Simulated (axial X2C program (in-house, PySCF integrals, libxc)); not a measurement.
**Ionising NaGa**

Computed with an axial X2C code built on PySCF integrals, spin-free (one-electron X2C) or two-component (2c: spin–orbit coupling with atomic mean-field Coulomb and Gaunt terms, which also bring small scalar terms), in Dyall basis sets with cores contracted in-house; open shells are unrestricted.

Basis sets: Ga dyall-cv3z, Na dyall-cv3z. Frozen shells (counts by l): NaGa Ga 3s2p1d, Na 2s1p, 4 electrons correlated; NaGa⁺ Ga 3s2p1d, Na 2s1p, 3 electrons correlated. Where the outer core of a metal is frozen, bonds come out longer and ionisation energies lower.

| Hamiltonian | level | NaGa state | Re (Å) | ωe (cm⁻¹) | De (eV) |
| --- | --- | --- | --- | --- | --- |
| spin-free | HF | M_S = 0, Λ = 0 | 3.185 | 158.6 | -0.16 |
| spin-free | PBE0 | M_S = 0, Λ = 0 | 3.113 | 158.2 | 0.69 |
| spin-free | MP2 | M_S = 0, Λ = 0 | 3.151 | 160.2 | 0.50 |
| 2c | PBE0 | Ω = 0 | 3.112 | 157.9 | n/a |

Adiabatic ionisation energy (minimum to minimum, no zero-point term) and constants of NaGa⁺:

| Hamiltonian | level | NaGa⁺ state | IE (eV) | Re (Å) | ωe (cm⁻¹) | De (eV) | fragments |
| --- | --- | --- | --- | --- | --- | --- | --- |
| spin-free | HF | M_S = 1/2, Λ = 0 | 3.93 | 3.434 | 110.7 | 0.87 | Ga + Na+ |
| spin-free | PBE0 | M_S = 1/2, Λ = 0 | 4.98 | 3.376 | 107.6 | 1.01 | Ga + Na+ |
| spin-free | MP2 | M_S = 1/2, Λ = 0 | 4.62 | 3.419 | 110.7 | 0.84 | Ga + Na+ |
| 2c | PBE0 | Ω = 1/2 | 4.98 | 3.377 | 107.5 | n/a | Ga + Na+ |

(1) Add the zero-point terms to the ionisation energy at PBE0, 2c, and say whether the electron removed was bonding.

Each entry is the lowest single determinant of a limited PBE0 search at one distance. De goes to single-determinant-based atoms at the same level (for ions the charge split of lowest energy) and is withheld (n/a) where an atom does not fit its ground term or J level. Main or longest-lived isotopes. One determinant is a doubtful description, or other states lie close, for NaGa; these need not be ground states, and all values refer to the states named. The functionals have no current term, which raises determinants with orbital currents.

## Answers

(1) IE0 = IE + (ωe⁺ − ωe)/2 = 4.98 + (-0.003) = 4.98 eV. Re changes by 0.265 Å, so the bond lengthens, as on loss of a bonding electron.
